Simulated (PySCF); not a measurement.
C₃H₈O₂Si.

```xyz
14

C      2.4218    -0.1881    -0.5241
C      1.5615    -0.8868     0.2265
Si    -0.2612    -0.5343     0.2469
O     -0.8102    -0.1784     1.7779
O     -0.4545     0.7430    -0.7984
C     -1.6915     1.2902    -1.1600
H      2.0720     0.6215    -1.1737
H      3.4985    -0.3933    -0.5237
H      1.9526    -1.6926     0.8623
H     -1.1128    -1.6809    -0.1699
H     -0.2845     0.4623     2.2669
H     -2.2341     1.6948    -0.2870
H     -1.5233     2.1137    -1.8707
H     -2.3454     0.5458    -1.6508
```
Charge 0, spin multiplicity 1.

Coordinates come from a PBE0-D3(BJ)/def2-SVP optimisation. The structure was generated by enumeration; whether it is a known compound was not checked. One conformer was computed; it need not be the lowest.

The numbers are results of HF/pcSseg-1 (PySCF), not measurements. Non-relativistic, no solvent.

Computed absolute GIAO shielding of each atom: isotropic value and principal components (ppm):
| atom | σ(iso) | σ11 | σ22 | σ33 | span |
|---|---|---|---|---|---|
| C1 | 40.5 | -108.0 | 54.5 | 175.1 | 283.1 |
| C2 | 54.8 | -79.2 | 63.2 | 180.6 | 259.8 |
| Si3 | 425.7 | 410.7 | 428.5 | 438.0 | 27.3 |
| O4 | 293.9 | 269.8 | 288.9 | 323.0 | 53.1 |
| O5 | 331.6 | 261.2 | 359.0 | 374.7 | 113.5 |
| C6 | 143.5 | 119.9 | 123.2 | 187.3 | 67.4 |
| H7 | 25.1 | 21.9 | 23.1 | 30.3 | 8.4 |
| H8 | 25.3 | 22.1 | 24.5 | 29.5 | 7.4 |
| H9 | 25.9 | 24.4 | 25.3 | 28.0 | 3.6 |
| H10 | 27.6 | 24.6 | 25.2 | 32.9 | 8.3 |
| H11 | 30.1 | 22.5 | 24.6 | 43.3 | 20.8 |
| H12 | 28.1 | 23.3 | 26.5 | 34.5 | 11.2 |
| H13 | 28.0 | 23.5 | 25.8 | 34.8 | 11.3 |
| H14 | 28.3 | 24.0 | 26.0 | 34.8 | 10.8 |
